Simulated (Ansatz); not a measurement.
`CC(=O)Br` + `OC1CCCCC1` → `CC(=O)OC1CCCCC1` + HBr  (substitution at a C–Br bond)

Program: Ansatz. Geometries: PBE0-D4/def2-TZVP. ΔE: electronic, gas phase. CBS: MP2 limit from def2 TZ/QZ plus the TZ coupled-cluster correction, frozen cores. Functionals use def2-TZVPP. For Br outer-core shells are correlated without core-valence functions, which leaves a few kJ/mol of doubt a bond. Scalar relativity is left out up to krypton. Each species was taken in one conformer, which may not be the lowest.

`CC(=O)Br`:

Cartesian coordinates in Å:
```
C 0.695 -0.014 0.122
C -0.776 0.220 0.072
O -1.417 0.971 0.710
Br -1.650 -0.936 -1.273
H 1.139 0.638 0.874
H 1.124 0.182 -0.862
H 0.885 -1.062 0.358
```

`OC1CCCCC1`:

```xyz
19

O     0.085    0.073    2.600
C    -0.026   -0.324    1.245
C     1.294   -0.011    0.571
C     1.259   -0.374   -0.907
C     0.104    0.315   -1.622
C    -1.223    0.011   -0.940
C    -1.176    0.376    0.538
H    -0.764   -0.070    3.026
H    -0.194   -1.413    1.188
H     1.490    1.061    0.691
H     2.097   -0.542    1.088
H     1.151   -1.461   -1.014
H     2.210   -0.111   -1.378
H     0.272    1.399   -1.616
H     0.070    0.009   -2.672
H    -2.040    0.545   -1.434
H    -1.445   -1.058   -1.044
H    -1.039    1.457    0.655
H    -2.124    0.118    1.025
```

`CC(=O)OC1CCCCC1`:

Cartesian coordinates in Å:
```
C -2.952 -0.236 2.482
C -1.923 0.444 1.630
O -1.678 1.621 1.649
O -1.308 -0.437 0.831
C -0.296 0.082 -0.047
C -0.148 -0.881 -1.202
C 0.791 -0.289 -2.259
C 1.888 0.586 -1.638
C 2.231 0.107 -0.236
C 1.026 0.258 0.699
H -3.696 -0.722 1.848
H -3.432 0.496 3.127
H -2.480 -1.014 3.085
H -0.649 1.050 -0.412
H 0.249 -1.827 -0.819
H -1.127 -1.102 -1.631
H 1.243 -1.106 -2.828
H 0.214 0.302 -2.977
H 1.551 1.627 -1.583
H 2.775 0.587 -2.277
H 2.539 -0.943 -0.285
H 3.085 0.657 0.166
H 1.032 1.236 1.186
H 1.069 -0.494 1.492
```

HBr:

```xyz
2

Br   -0.637    0.069    0.306
H     0.637   -0.069   -0.306
```

| level | ΔE (kJ/mol) |
| --- | --- |
| r2SCAN-D4 | -17.8 |
| CCSD/CBS(def2) | -26.1 |

What does CCSD(T)/CBS give? (An estimate is asked.)

Computed: -23.6 kJ/mol. The listed levels differ from it by 5.8, -2.5 kJ/mol.

Largest T1 diagnostic among the species: 0.013.

The D4 term adds −4.7 kJ/mol with B3LYP and −3.6 kJ/mol with PBE0; it sums over pairs of atoms, weighted by their polarisabilities, and B3LYP, whose exchange is more repulsive, gets the larger term. In def2-TZVPP, CCSD(T) changes the Hartree–Fock value by +10.2 kJ/mol (the triples alone add +2.4 kJ/mol) and MP2 by +17.7 kJ/mol.

B3LYP here is the variant with VWN-RPA as its local correlation; programs differ in this.
